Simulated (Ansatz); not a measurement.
Pt4H7: single points at one geometry.

```yaml
crystal:
  periodic: [false, false, false]
  atoms:
    - {symbol: Pt, position_ang: [-1.437914, 0.922402, -0.280375]}
    - {symbol: Pt, position_ang: [0.041231, -0.947785, 1.007043]}
    - {symbol: Pt, position_ang: [1.186085, 1.275726, -0.339745]}
    - {symbol: Pt, position_ang: [0.316230, -0.840608, -1.577628]}
    - {symbol: H, position_ang: [1.462994, 1.492903, 1.156034]}
    - {symbol: H, position_ang: [1.700473, -1.402401, -1.970787]}
    - {symbol: H, position_ang: [-0.702283, -2.240993, 1.385813]}
    - {symbol: H, position_ang: [-2.908826, 0.698146, 0.162535]}
    - {symbol: H, position_ang: [1.410104, 2.752969, 0.114555]}
    - {symbol: H, position_ang: [-2.244806, 0.095183, -1.282333]}
    - {symbol: H, position_ang: [1.176714, -1.805531, 1.624888]}
basis:
  gaussian: {orbitals: def2-TZVP, initial_orbitals: start.molden}
magnetization: {spin_polarized: true, initial_magnetization: 1}
hamiltonian: {xc: hf}
scf: {omitted_lower_state_checks: [starts]}
output: {orbitals: {seedname: orbitals}}
```

The file start.molden holds the orbitals of an earlier run on this structure, at another level or in another basis.

```sh
$ ansatz run in.yaml --threads 4 --pin off --events-out ev --progress --plain --max-ram 4787MiB
```

Shortened log:

```
Functional definition: HF
2364 factors; their error is unknown
mean field evaluation 1: about -12995.4196 eV, gradient 1.8e1 eV
mean field evaluation 2: about -12997.1472 eV, gradient 1.8e0 eV
mean field evaluation 4: about -12997.2253 eV, gradient 1.7e-3 eV
mean field evaluation 8: about -12997.8308 eV, gradient 2.1e-5 eV
mean field -12997.83081920 eV, -477.6614723594 hartree, gradient 2.2e-5 eV, S^2 0.848491; 0 other end points of the search recorded, 0 dependent functions left out
reference -12997.83081920 eV, -477.6614723594 hartree; 40, 39 occupied and 162, 163 virtual orbitals, 2364 factors
Total energy: -12997.83081920 eV, -477.6614723594 hartree
Checks for a lower state left out: starts
```

Hardware: 4 threads of Arm Neoverse V1 on a shared host. Wall time 21 s, peak host memory 1.5 GiB.

As the first input, with `hamiltonian: {xc: pbe, dispersion: d4}`, `output: {forces: true, orbitals: {seedname: orbitals}}` (abridged; 9 s):

```
Functional definition: PBE
mean field -13112.14220401 eV, -481.8623382683 hartree, gradient 2.3e-5 eV, S^2 0.753068
Total energy: -13112.64635116 eV, -481.8808653342 hartree
Atom 0 force     0.445303    -0.006353     0.034416 eV/Å
Atom 1 force    -0.072319     0.339572    -0.273734 eV/Å
Atom 2 force    -0.213821    -0.284150    -0.161977 eV/Å
Atom 3 force    -0.135213     0.188018     0.204971 eV/Å
Atom 4 force     0.036943    -0.002216     0.150327 eV/Å
Atom 5 force     0.125937    -0.059768    -0.062398 eV/Å
Atom 6 force    -0.066526    -0.151929     0.065756 eV/Å
Atom 7 force    -0.160318    -0.020769     0.063295 eV/Å
Atom 8 force     0.014789     0.150321     0.013551 eV/Å
Atom 9 force    -0.083747    -0.067750    -0.110005 eV/Å
Atom 10 force     0.108972    -0.084978     0.075799 eV/Å
Dipole moment:    -0.074214     0.160899    -0.071268 e Å
Checks for a lower state left out: starts
```

As the first input, with `gaussian: {orbitals: def2-SVP, initial_orbitals: start.molden}`, `hamiltonian: {xc: pbe0, dispersion: d4}` (abridged; 9.5 s):

```
Functional definition: PBE0
mean field -13103.85896962 eV, -481.5579350188 hartree, gradient 2.8e-5 eV, S^2 0.758588
Total energy: -13104.29333762 eV, -481.5738977484 hartree
Checks for a lower state left out: starts
```

The first input with `hamiltonian: {xc: pbe0, dispersion: d4}` (abridged; 15 s):

```
Functional definition: PBE0
mean field -13105.31097795 eV, -481.6112953410 hartree, gradient 2.7e-5 eV, S^2 0.761451
Total energy: -13105.74534250 eV, -481.6272579437 hartree
Checks for a lower state left out: starts
```

First input, but with `hamiltonian: {xc: {name: PBE-QIDH}}` and without the key `output` (abridged; 24 s):

```
Functional definition: PBE-QIDH
mean field -13064.43711189 eV, -480.1092084685 hartree, gradient 3.6e-6 eV, S^2 0.797243
second order -63.61684722 eV of doubles, -0.00000000 eV of singles
Total energy: -13085.64274547 eV, -480.8885011289 hartree
Checks for a lower state left out: starts
```

As the first input, with `correlation: {method: mp2}` and without the key `hamiltonian` (abridged; 14 s):

```
Functional definition: HF
mean field -12997.83083429 eV, -477.6614729141 hartree, gradient 2.7e-6 eV, S^2 0.848492
second order -55.90886331 eV of doubles, -0.00000000 eV of singles
Total energy: -13053.73969760 eV, -479.7160857443 hartree
Checks for a lower state left out: starts
```

As the first input, with `hamiltonian: {xc: r2scan, dispersion: d4}` (abridged; 18 s):

```
Functional definition: r2SCAN
mean field -13113.26826969 eV, -481.9037204187 hartree, gradient 2.6e-5 eV, S^2 0.758614
Total energy: -13113.37659532 eV, -481.9077013122 hartree
Checks for a lower state left out: starts
```

Geometry: r2SCAN-D4/def2-SVP.

In the def2 sets Pt takes a core potential; there is no spin–orbit coupling. Correlated methods freeze no core orbitals; core or outer-core shells of Pt are correlated, in sets that lack core-valence functions. The structure comes from a short search, and lower isomers may exist.
